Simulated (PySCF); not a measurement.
## PySCF run on ZnSe

File input.py (PySCF 2.14):

```python
from pyscf import gto, scf, mp

mol = gto.M(
    atom='Zn 0 0 0; Se 0 0 2.037',
    basis='sbkjc',
    ecp={'Zn': 'sbkjc', 'Se': 'sbkjc'},
    charge=0,
    spin=0,
    verbose=4,
)
mf = scf.UHF(mol)
mf.kernel()
mp.MP2(mf).kernel()
mf.dip_moment()
print('orbital energies (hartree):', [e[max(0, n-3):n+3].round(4) for e, n in zip(mf.mo_energy, mol.nelec)])
```

```bash
$ OMP_NUM_THREADS=1 python input.py
```

It prints (some set-up lines and the per-cycle HOMO/LUMO lines with their warnings removed):

```
PySCF version 2.14.0

[INPUT] verbose = 4
[INPUT] num. atoms = 2
[INPUT] num. electrons = 26
[INPUT] charge = 0
[INPUT] spin (= nelec alpha-beta = 2S) = 0
[INPUT] symmetry False subgroup None
[INPUT] Mole.unit = angstrom
[INPUT] Symbol           X                Y                Z      unit          X                Y                Z       unit  Magmom
[INPUT]  1 Zn     0.000000000000   0.000000000000   0.000000000000 AA    0.000000000000   0.000000000000   0.000000000000 Bohr   0.0
[INPUT]  2 Se     0.000000000000   0.000000000000   2.037000000000 AA    0.000000000000   0.000000000000   3.849372115739 Bohr   0.0

nuclear repulsion = 31.1739152235641
number of shells = 15
number of NR pGTOs = 82
number of NR cGTOs = 39
basis = sbkjc
ecp = {'Zn': 'sbkjc', 'Se': 'sbkjc'}

******** <class 'pyscf.scf.uhf.UHF'> ********
method = UHF
initial guess = minao
damping factor = 0
level_shift factor = 0
DIIS = <class 'pyscf.scf.diis.CDIIS'>
diis_start_cycle = 1
diis_space = 8
diis_damp = 0
SCF conv_tol = 1e-09
SCF conv_tol_grad = None
SCF max_cycles = 50
direct_scf = True
direct_scf_tol = 1e-13
number electrons alpha = 13  beta = 13
Set gradient conv threshold to 3.16228e-05
init E= -224.151857310249
cycle= 1 E= -184.076881606789  delta_E= 40.1  |g|= 9.55  |ddm|= 23.5
cycle= 2 E= -196.507541333534  delta_E= -12.4  |g|= 8.96  |ddm|= 24.8
cycle= 3 E= -232.551757076156  delta_E=  -36  |g|= 2.77  |ddm|= 7.84
cycle= 4 E= -228.697569643694  delta_E= 3.85  |g|= 3.13  |ddm|= 3.33
cycle= 5 E= -232.378089089708  delta_E= -3.68  |g|= 2.45  |ddm|= 1.91
cycle= 6 E= -232.68028264165  delta_E= -0.302  |g|= 2.25  |ddm|= 0.199
cycle= 7 E= -233.957160948458  delta_E= -1.28  |g|= 0.63  |ddm|= 1.34
cycle= 8 E= -234.047583106524  delta_E= -0.0904  |g|= 0.114  |ddm|= 0.566
cycle= 9 E= -234.053928304619  delta_E= -0.00635  |g|= 0.0232  |ddm|= 0.122
cycle= 10 E= -234.055225478759  delta_E= -0.0013  |g|= 0.00912  |ddm|= 0.0754
cycle= 11 E= -234.055630515018  delta_E= -0.000405  |g|= 0.00157  |ddm|= 0.0591
cycle= 12 E= -234.055643734855  delta_E= -1.32e-05  |g|= 0.00043  |ddm|= 0.0109
cycle= 13 E= -234.05564410595  delta_E= -3.71e-07  |g|= 7.6e-05  |ddm|= 0.00187
cycle= 14 E= -234.055644112341  delta_E= -6.39e-09  |g|= 1.71e-05  |ddm|= 0.000273
cycle= 15 E= -234.0556441128  delta_E= -4.59e-10  |g|= 3.35e-06  |ddm|= 6.52e-05
Extra cycle  E= -234.055644112814  delta_E= -1.43e-11  |g|= 1.59e-06  |ddm|= 6.38e-06
converged SCF energy = -234.055644112814  <S^2> = -1.0658141e-14  2S+1 = 1

******** <class 'pyscf.mp.ump2.UMP2'> ********
nocc = (np.int64(13), np.int64(13)), nmo = (39, 39)
E(UMP2) = -234.528002829463  E_corr = -0.472358716649066
E(SCS-UMP2) = -234.489860037244  E_corr = -0.434215924429299
E_corr(same-spin) = -0.153016771787977
E_corr(oppo-spin) = -0.319341944861089
Dipole moment(X, Y, Z, Debye): -0.00000,  0.00000, -6.62246
orbital energies (hartree): [array([-0.3841, -0.3113, -0.3113, -0.049 ,  0.0635,  0.0635]), array([-0.3841, -0.3113, -0.3113, -0.049 ,  0.0635,  0.0635])]
```

In short: E(SCF) = -234.055644 Eh, 15 cycles, E(MP2) − E(SCF) = -0.47236 Eh, μz(SCF) = -6.62 D.

Hardware: Intel Xeon Platinum 8259CL @ 2.50GHz, 1 thread, shared host. Wall time 1.3 s, peak memory 0.12 GiB.

At this level a UHF run with spin=2 ends 0.16 eV lower; the true order of the states can differ. The bond length is a typed value, not an optimised one. No search for the lowest solution was made.
